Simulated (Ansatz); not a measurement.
C$_{2}$H$_{6}$O, charge +1, doublet, at a GFN2-xTB geometry (a state made from the parent by changing its charge; the spin is typed, not shown lowest). Base run: Ansatz (an electronic-structure program) with CCSD(T)/6-31G.

Input for Ansatz:
Ansatz 0.2 input:
```yaml
crystal:
  periodic: [false, false, false]
  atoms:
    - {symbol: C, position_ang: [-1.19094099, 0.21781448, 0.23891101]}
    - {symbol: C, position_ang: [0.04803833, -0.35349676, -0.35038744]}
    - {symbol: O, position_ang: [1.25579202, 0.08279295, 0.05695778]}
    - {symbol: H, position_ang: [-2.07977452, -0.23626278, -0.19233691]}
    - {symbol: H, position_ang: [-1.24684479, 1.30540147, 0.09704701]}
    - {symbol: H, position_ang: [-1.22243436, 0.08766083, 1.32894051]}
    - {symbol: H, position_ang: [0.06353667, -1.47789509, -0.28739423]}
    - {symbol: H, position_ang: [0.03999364, -0.30342599, -1.47551328]}
    - {symbol: H, position_ang: [1.25660309, 0.77627164, 0.74245322]}
basis:
  gaussian:
    orbitals: 6-31G
total_charge: 1
magnetization: {spin_polarized: true, initial_magnetization: 1}
correlation: {method: ccsd_t}
```

Variants of this job, named by their change:

| change | ΔE vs base (mEh) | MP2 correlation (Eh) | CC correlation without the perturbative part (Eh) | basis functions |
|---|---|---|---|---|
| base | 0.000 | -0.27832 | -0.32010 | 39 |
| method = rpa | 0.846 | - | - | 39 |
| method = mp2 | (withheld) | -0.27832 | - | 39 |
| diis_vectors = 4 | -0.001 | -0.27832 | -0.32010 | 39 |
| reference functional = pbe0 | 1.097 | - | -0.33878 | 39 |
| method = ccsd | 6.674 | -0.27832 | -0.32010 | 39 |
| accuracy = high | -0.017 | -0.27833 | -0.32010 | 39 |
| method = bccd | 7.529 | -0.27832 | -0.31924 | 39 |
| electrons = all | (withheld) | (withheld) | (withheld) | 39 |
| method = bccd_t | -0.094 | -0.27832 | -0.31924 | 39 |

### Question
Complete the blanks.

### Answer

- method = mp2, ΔE vs base (mEh): 48.450
- electrons = all, ΔE vs base (mEh): -3.467
- electrons = all, MP2 correlation (Eh): -0.28201
- electrons = all, CC correlation without the perturbative part (Eh): -0.32350
